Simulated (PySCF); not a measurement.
From one molecule to another.

First species: ethylcyclopentane, C₇H₁₄.
Geometry (PBE0-D3(BJ)/def2-SVP, Å), atoms numbered from 1 in this order:
```xyz
21
C7H14 angstrom
C      2.715   -0.033    0.057
C      1.481   -0.812   -0.370
C      0.181   -0.304    0.237
C     -0.209    1.127   -0.146
C     -1.711    1.239    0.172
C     -2.231   -0.214    0.277
C     -1.063   -1.095   -0.168
H      3.632   -0.458   -0.379
H      2.659    1.021   -0.257
H      2.834   -0.043    1.153
H      1.607   -1.875   -0.101
H      1.388   -0.789   -1.471
H      0.270   -0.353    1.341
H     -0.035    1.260   -1.228
H      0.392    1.892    0.368
H     -1.874    1.779    1.118
H     -2.242    1.812   -0.603
H     -3.139   -0.384   -0.321
H     -2.497   -0.447    1.320
H     -1.092   -2.106    0.267
H     -1.066   -1.216   -1.266
```

Second species: C₄H₆O₂S.
SMILES: `C=CS(=O)(=O)C=C`

Levels: PBE0/pcSseg-1 for HOMO energy, LUMO energy and HOMO–LUMO gap. Geometries: PBE0-D3(BJ)/def2-SVP. Each structure is a single optimised conformer of the isolated species, non-relativistic unless stated. Electronic properties by PySCF.

Dipoles, sizes and rotational constants follow the conformer. The torsions of the flexible species, by atom-mapped SMILES:
- `[CH2:1]=[CH:2][S:3](=[O:4])(=[O:5])[CH:6]=[CH2:7]`: C1–C2–S3–O4 1°, C2–S3–C6–C7 -112°

The conformers of `CCC1CCCC1` aren't listed.

Values for the first species:

- HOMO energy: -8.63 eV
- LUMO energy: 1.37 eV
- HOMO–LUMO gap: 10.00 eV

(1) Estimate the same properties for the second species, and the change in each.

Results:

(1) 
```
     property     first    second  second less first
  HOMO energy  -8.63 eV  -8.30 eV           +0.33 eV
  LUMO energy   1.37 eV  -1.69 eV           -3.06 eV
HOMO–LUMO gap  10.00 eV   6.61 eV           -3.39 eV
```

